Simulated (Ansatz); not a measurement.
Reaction (formal exchange of groups at the Si–Sn bond): `[CH3][SnH]([CH3])[SiH3]` + `[AlH2][O]C[SiH3]` → `[AlH2][O]C[SiH2][SiH3]` + `[CH3][SnH2][CH3]`

Gas-phase electronic energies from Ansatz, PBE0-D4/def2-TZVP geometries. CCSD(T)/CBS adds triple-zeta CCSD(T) − MP2 to the extrapolated MP2 energy (def2 sets, frozen cores). DFT in def2-TZVPP. B3LYP here is the variant with VWN-RPA as its local correlation; programs differ in this. def2 core potentials past Kr. For Sn outer-core shells are correlated without core-valence functions, which leaves a few kJ/mol of doubt a bond. Each species was taken in one conformer, which may not be the lowest.

`[CH3][SnH]([CH3])[SiH3]`:

```xyz
14

C     1.810   -0.299   -1.025
Sn   -0.063    0.506   -0.349
C     0.206    1.327    1.617
Si   -1.872   -1.316   -0.327
H     2.129   -1.105   -0.364
H     2.569    0.484   -1.022
H     1.711   -0.691   -2.038
H    -0.531    1.771   -1.412
H     0.983    2.091    1.593
H     0.503    0.541    2.311
H    -0.722    1.778    1.970
H    -3.176   -0.771    0.139
H    -1.481   -2.422    0.591
H    -2.067   -1.894   -1.685
```

`[AlH2][O]C[SiH3]`:

Cartesian coordinates in Å:
```
Al 0.471 1.327 -1.871
O 0.183 1.023 -0.233
C -0.722 0.194 0.455
Si 0.213 -1.224 1.286
H -0.457 0.620 -2.943
H 1.659 2.312 -2.193
H -1.250 0.783 1.216
H -1.496 -0.217 -0.210
H -0.736 -2.121 2.002
H 0.927 -2.007 0.240
H 1.209 -0.691 2.251
```

`[AlH2][O]C[SiH2][SiH3]`:

Cartesian coordinates in Å:
```
Al 2.665 0.471 -1.863
O 1.736 -0.490 -0.827
C 0.353 -0.638 -0.626
Si -0.159 0.136 1.029
Si -2.465 -0.067 1.394
H 4.228 0.357 -1.697
H 1.914 1.391 -2.911
H -0.235 -0.181 -1.436
H 0.097 -1.705 -0.622
H 0.216 1.580 1.003
H 0.589 -0.513 2.139
H -2.849 0.557 2.688
H -2.864 -1.501 1.425
H -3.226 0.602 0.303
```

`[CH3][SnH2][CH3]`:

Cartesian coordinates in Å:
```
C -0.497 0.357 -1.691
Sn -0.075 0.738 0.374
C 0.569 -1.067 1.331
H -0.826 1.271 -2.186
H -1.284 -0.393 -1.779
H 0.398 -0.011 -2.193
H -1.484 1.331 1.151
H 1.154 1.927 0.501
H -0.211 -1.826 1.258
H 1.472 -1.444 0.849
H 0.783 -0.884 2.384
```

```csv
level,ΔE (kJ/mol)
B3LYP-D4,25.9
B3LYP,25.6
HF/def2-TZVPP,26.8
HF/def2-QZVPP,26.9
```

**Question.** What does CCSD(T)/CBS give? (An estimate is asked.)

**Answer.** Ansatz gave: +28.6 kJ/mol. The listed levels differ from it by -2.7, -3.0, -1.8, -1.7 kJ/mol.

Largest T1 diagnostic among the species: 0.014.
